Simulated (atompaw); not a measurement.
## An all-electron radial function and its pseudo partner (Si (Z = 14))

Columns: radius, all-electron u(r) and pseudo u(r) of the 3s shell (level -10.83 eV) of silicon in the configuration [Ne] 3s2 3p2; LDA (PW92), non-relativistic, PAW (atompaw) scheme, atompaw 4.2.0.5.

```csv
r (bohr),all-electron,pseudo
0.081,0.1615,0.0441
0.162,-0.0324,0.0884
0.242,-0.2198,0.1321
0.323,-0.3236,0.1766
0.404,-0.3426,0.2212
0.485,-0.2987,0.2659
0.565,-0.2160,0.3099
0.646,-0.1104,0.3543
0.727,0.0041,0.3981
0.808,0.1187,0.4411
0.888,0.2261,0.4824
0.969,0.3258,0.5226
1.050,0.4144,0.5607
1.131,0.4912,0.5962
1.212,0.5561,0.6286
1.292,0.6090,0.6571
1.373,0.6519,0.6821
1.454,0.6849,0.7026
1.535,0.7089,0.7186
1.615,0.7248,0.7296
1.696,0.7339,0.7359
1.777,0.7367,0.7374
1.858,0.7342,0.7344
1.938,0.7273,0.7273
2.019,0.7165,0.7165
2.100,0.7025,0.7025
```

**Question.** How many radial nodes do the two functions have?

**Answer.** The all-electron 3s function has n − l − 1 = 2; the pseudo-wave has 0, since the states of the same l below it are removed with the core.

**Question.** Is the pseudo-wave norm-conserving?

**Answer.** No, it belongs to a PAW set: the norm inside the radius is not constrained, and the difference is carried by the augmentation charge.
